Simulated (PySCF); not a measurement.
Compound: 2,2,3-trimethylbutane, C7H16.
Geometry (PBE0-D3(BJ)/def2-SVP, Å), atoms numbered from 1 in this order:
```
atom  x, y, z in Å
C1     1.2685   -1.3609    0.4228
C2     0.6479    0.0345    0.4532
C3     1.5480    1.0058   -0.3080
C4    -0.8410    0.0735   -0.0054
C5    -0.9814   -0.2008   -1.5053
C6    -1.6529   -0.9711    0.7680
C7    -1.4364    1.4511    0.3059
H8     1.2649   -1.7856   -0.5941
H9     0.7498   -2.0681    1.0848
H10    2.3188   -1.3175    0.7499
H11    0.6350    0.3599    1.5107
H12    1.1537    2.0320   -0.3159
H13    1.6876    0.6908   -1.3543
H14    2.5465    1.0430    0.1539
H15   -0.5383   -1.1681   -1.7884
H16   -2.0450   -0.2315   -1.7901
H17   -0.5020    0.5822   -2.1120
H18   -1.5090   -0.8632    1.8556
H19   -2.7280   -0.8523    0.5604
H20   -1.3781   -1.9992    0.4903
H21   -2.5033    1.4810    0.0338
H22   -0.9355    2.2570   -0.2503
H23   -1.3587    1.6828    1.3805
```

Computed, not measured: TDDFT B3LYP/def2-SVPD, vertical, gas phase, core orbitals frozen in the response in PySCF 2.14.0, density-fitted response routines.

Problem. List the vertical singlet excitations with oscillator strengths and describe the spectrum.

Solution. 

| state | λ (nm) | E (eV) | f | \|μ\| (D) | main configurations (H = HOMO, L = LUMO) |
| --- | --- | --- | --- | --- | --- |
| S1 | 158.1 | 7.84 | 0.0087 | 0.54 | H→L (99%) |
| S2 | 154.6 | 8.02 | 0.0049 | 0.40 | H-1→L (99%) |
| S3 | 152.7 | 8.12 | 0.018 | 0.77 | H-2→L (98%) |
| S4 | 143.8 | 8.62 | 0.075 | 1.52 | H→L+1 (95%) |
| S5 | 143.0 | 8.67 | 0.0060 | 0.43 | H→L+2 (92%) |
| S6 | 142.5 | 8.70 | 0.036 | 1.04 | H→L+3 (80%) |
| S7 | 141.2 | 8.78 | 0.046 | 1.18 | H-1→L+1 (88%) |
| S8 | 140.9 | 8.80 | 0.081 | 1.56 | H-3→L (55%), H-2→L+1 (15%), H-2→L+3 (10%) |
| S9 | 139.9 | 8.86 | 0.023 | 0.82 | H-1→L+3 (45%), H-1→L+2 (34%), H-4→L (9%) |
| S10 | 139.6 | 8.88 | 0.012 | 0.61 | H-1→L+2 (52%), H-1→L+3 (34%) |

Triplets, Tamm–Dancoff:

| state | E (eV) | λ (nm) | main configurations (H = HOMO, L = LUMO) |
| --- | --- | --- | --- |
| T1 | 7.72 | 160.6 | H→L (96%) |
| T2 | 7.91 | 156.7 | H-1→L (97%) |
| T3 | 7.98 | 155.4 | H-2→L (96%) |
| T4 | 8.48 | 146.1 | H→L+3 (62%), H-3→L (11%) |

The lowest singlet comes at 158 nm (756 kJ/mol) in the vacuum ultraviolet; it is weak; its leading configuration is HOMO→LUMO (99%). The most intense listed level is S8 at 8.80 eV (141 nm, f = 0.081), 0.96 eV above S1. Löwdin shares by element: HOMO carbon 60% or more (atoms not listed hold the other 40%); LUMO carbon 32% or more (atoms not listed hold the other 68%). The listed states span 1.04 eV, and the widest gap between neighbours is 0.50 eV (S3 to S4). Weighted by f, the mean energy of these states is 8.67 eV. The oscillator strengths of these states sum to 0.312; summed over the whole spectrum of an exact calculation they would give the number of electrons, 58 (Thomas–Reiche–Kuhn). The vertical ionisation energy (ΔSCF) is 10.30 eV, 1.42 eV above S10. The window holds the lowest 10 singlets.
